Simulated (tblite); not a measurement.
C₃H₇FOSi.
Z-matrix (Å and degrees, GFN2-xTB geometry), rows numbered from 1:
```
F 
C   1  1.3432
C   2  1.3181  1  121.70
C   3  1.4961  2  123.18  1   179.96
O   4  1.3911  3  111.54  2    -0.03
Si  5  1.6218  4  129.42  3  -179.96
H   2  1.0786  1  112.63  3   179.99
H   3  1.0797  2  120.76  1    -0.02
H   4  1.1001  3  108.99  2  -121.72
H   4  1.1001  3  109.05  2   121.69
H   6  1.4662  5  111.10  4   -60.06
H   6  1.4520  5   98.76  4   179.94
H   6  1.4662  5  111.06  4    59.99
```

Computed with GFN2-xTB (tblite): harmonic, unscaled wavenumbers at the GFN2-xTB geometry, gas phase. Against measured fundamentals such values can be off by several per cent, at times by over 20. Modes of hydrogen on silicon can be 10 to 20 % off. One conformer, not necessarily the lowest.

Harmonic wavenumbers (cm⁻¹): 33.7, 102.1, 108.9, 170.7, 221.1, 266.1, 349.9, 598.4, 599.2, 628.0, 707.1, 742.7, 798.9, 820.5, 839.3, 951.8, 997.6, 1006.9, 1112.7, 1175.2, 1211.8, 1220.5, 1251.0, 1339.3, 1462.6, 1735.2, 2214.5, 2248.0, 2360.4, 2844.0, 2881.3, 3092.6, 3107.5.

A = 9776, B = 1067, C = 978.5 MHz; mass 106.025 u (most abundant isotopes); point group Cs, symmetry number 1.

Question: Zero-point energy?

Answer: Half the sum of the wavenumbers: 19600 cm⁻¹ = 56.04 kcal/mol.

Question: Entropy at 350 K, 1 bar (ideal gas, RRHO, classical rotation)?

Answer: Translation 40.72, rotation 28.32, vibration 26.25: S = 95.3 cal/(mol K).

Question: And Cp and H(350 K) − H(0)?

Answer: Cp = 33.33 cal/(mol K), of which vibrations give 25.38 (their classical limit is 33 R = 65.6); H(350 K) − H(0) = 7.39 kcal/mol without the zero-point energy, 4.61 from vibrations.

Question: How do the functions run with temperature in this model?

Answer: 
| T (K) | S (cal/(mol K)) | Cp (cal/(mol K)) | H − H(0) (kcal/mol) | G − H(0) (kcal/mol) | ln q(vib) |
| --- | --- | --- | --- | --- | --- |
| 100 | 66.5 | 16.4 | 1.22 | -5.43 | 1.61 |
| 200 | 79.8 | 22.8 | 3.18 | -12.79 | 3.68 |
| 300 | 90.4 | 29.9 | 5.81 | -21.31 | 5.63 |
| 500 | 108.7 | 42.0 | 13.07 | -41.28 | 9.37 |
| 800 | 131.1 | 53.2 | 27.50 | -77.38 | 14.62 |
| 1000 | 143.5 | 57.9 | 38.64 | -104.87 | 17.83 |

q(vib) and H(0) count from the zero-point level.

Question: What must be added to the electronic energy to get the Gibbs energy at 350 K and 1 bar?

Answer: ZPE + [H(350 K) − H(0)] − T·S = 56.04 + 7.39 − 33.35 = 30.08 kcal/mol.

Question: Which modes carry the vibrational entropy at 350 K?

Answer: 33.7 cm⁻¹: 5.92; 102.1 cm⁻¹: 3.73; 108.9 cm⁻¹: 3.60; 170.7 cm⁻¹: 2.73; 221.1 cm⁻¹: 2.24; 266.1 cm⁻¹: 1.91 cal/(mol K); the other 27 give 6.12 together.

Question: Blend soft modes into free rotors: weight 1/[1 + (100 cm⁻¹/ν̃)⁴] for the oscillator and the rest for a rotor with moment μB/(μ + B), μ = h/(8π²ν), B = 10⁻⁴⁴ kg m². What vibrational entropy results?

Answer: 23.80 cal/(mol K) in place of 26.25, which changes −T·S at 350 K by +0.86 kcal/mol.

Hindered rotation and anharmonicity are outside this model. Other conformers, if any are populated, would add a mixing term that is left out.

On an Intel Xeon at 2.50 GHz with one thread, shared host with 64 logical CPUs at a one-minute load of 61, this took 0.83 s of wall time. The figure is for the frequency step alone.
